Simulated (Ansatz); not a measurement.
`C=C[SiH2]O[SiH](F)F` at its PBE0-D4/def2-TZVP geometry, where that method's forces vanish. Charge 0, multiplicity 1.

```xyz
13

C    -0.5744    0.3998   -1.9410
C     0.4866    1.0303   -1.4453
Si    0.9964    0.9646    0.3312
O    -0.0509    0.0212    1.1836
Si   -0.6591   -1.3797    1.6503
F    -1.7881   -1.8331    0.6356
F     0.4539   -2.5039    1.6197
H    -1.2276   -0.2067   -1.3207
H    -0.8386    0.4605   -2.9928
H     1.0992    1.6224   -2.1253
H     2.3670    0.4068    0.4647
H     0.9678    2.3155    0.9450
H    -1.2323   -1.2977    2.9951
```

What forces (eV/Å) does r2SCAN-D4/def2-TZVPP give on these atoms in Ansatz 0.2.0? (Best estimate.)

Ansatz gave: 
```
C1  -0.165 -0.095 -0.095
C2   0.177  0.099  0.110
Si3  0.015  0.018  0.002
O4   0.008  0.056 -0.016
Si5 -0.046 -0.023  0.090
F6  -0.042 -0.019 -0.031
F7   0.039 -0.036 -0.001
H8   0.008  0.005  0.002
H9  -0.006 -0.005  0.007
H10 -0.003  0.000 -0.013
H11 -0.014  0.016 -0.003
H12  0.013 -0.019 -0.015
H13  0.016  0.001 -0.037
```
